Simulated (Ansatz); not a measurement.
`[CH3][SnH]([CH3])[NH2]`. Total charge 0; spin multiplicity 1. Sn: def2 effective core potential.

Cartesian coordinates in Å:
```
C 1.3514 0.5358 -1.3270
Sn 0.1841 -0.5520 0.0923
C -0.3422 0.6968 1.7583
N -1.4463 -1.2154 -0.9366
H 1.5719 -0.1022 -2.1827
H 0.7964 1.4091 -1.6727
H 2.2880 0.8714 -0.8802
H 0.9705 -1.9765 0.6317
H -0.9763 0.1474 2.4549
H -0.8842 1.5763 1.4075
H 0.5553 1.0259 2.2846
H -2.1015 -0.4837 -1.1812
H -1.9673 -1.9329 -0.4489
```

Question: List the harmonic frequencies (cm⁻¹, unscaled) at PBE0-D4/def2-TZVP in Ansatz. (An estimate is asked.)

Answer: Ansatz gave: 76, 88, 100, 136, 150, 165, 513, 515, 529, 546, 551, 621, 717, 764, 773, 788, 850, 1219, 1226, 1449, 1450, 1454, 1458, 1569, 1919, 3060, 3065, 3153, 3156, 3158, 3165, 3540, 3634.

Question: Is this a minimum?

Answer: Yes, all 33 modes are real.

Question: Give the ideal-gas thermochemistry at 298.15 K and 1 bar (rigid rotor, harmonic oscillator; point group C1, symmetry number 1).

Answer: Zero-point energy 272.5 kJ/mol; H(298) − E = 297.8 kJ/mol; entropy 382.8 J/(mol·K), of which translation 172.6, rotation 110.6, vibration 99.6; G(298) − E = 183.7 kJ/mol. Modes under 100 cm⁻¹ are hindered rotations or soft bends, so the harmonic entropy is rough.

Question: Rotational constants (cm⁻¹)?

Answer: 0.14, 0.1312, 0.08491.
